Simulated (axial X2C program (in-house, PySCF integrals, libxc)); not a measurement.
TiP⁻: from the spin-free to the two-component result

All values were computed with an axial X2C code built on PySCF integrals. Spin-free means the one-electron spin-free X2C Hamiltonian; two-component (2c) means X2C with spin–orbit coupling and atomic mean-field two-electron Coulomb and Gaunt terms, so the difference of the two also holds small scalar two-electron terms. Basis: Ti dyall-acv3z [11s11p7d4f2g], P dyall-av3z [9s8p3d2f] (cores contracted in-house); Gaussian nuclei, density fitting, unrestricted open shells. Masses: Ti 47.948 u, P 30.974 u.

Spin-free state: M_S = 1, Λ = 2 (beyond evenly filled blocks: σα, δ+α); fragments Ti + P-.

```csv
level,Re (Å),ωe (cm⁻¹),De (eV),μ (D)
B3LYP,2.157,505.1,3.230,-3.83
```

Dipoles are positive if P is the positive end and refer to the centre of mass.

Two-component determinant lowest at the distance of the search:

Ω = 1 (⟨Sz⟩ = -1.00, ⟨Lz⟩ = 2.00 at B3LYP); fragments Ti + P-.

| level | Re (Å) | ωe (cm⁻¹) | μ (D) |
| --- | --- | --- | --- |
| B3LYP | 2.157 | 505.0 | -3.82 |

Task: From the two tables, how do the constants change at the B3LYP level (2c against spin-free)?

Result: At the B3LYP level Re is unchanged within 0.001 Å and ωe is unchanged to within 0.2 cm⁻¹.

Occupations by symmetry block were frozen at the best pattern of an incomplete PBE0 search. De is counted from the lowest determinant-based energies of the atoms at the same level, without counterpoise correction. De is not given where an atomic determinant may have missed its ground term or J level, or where the truncated virtual space spoils (T). Density functionals use the spin component along the axis (collinear). Other states lie close and PBE0, whose exact exchange favours high spin, may order them wrongly; the determinant shown need not be the ground state. The nearest other spin-free determinant of the search, M_S = 0, Λ = 0, lies 0.32 eV up at the distance of the search. The functionals have no current-density term, which raises determinants with orbital currents, atoms included. With several unpaired electrons one determinant need not be a pure state. The highest occupied level of some functionals is positive through self-interaction error; at Hartree–Fock it is bound. The determinant is spin-polarised beyond a pure state at some levels (its spin-free form has ⟨S²⟩ too high), which makes Re and μ there less reliable. The stretched end of a curve changes character and is left out.
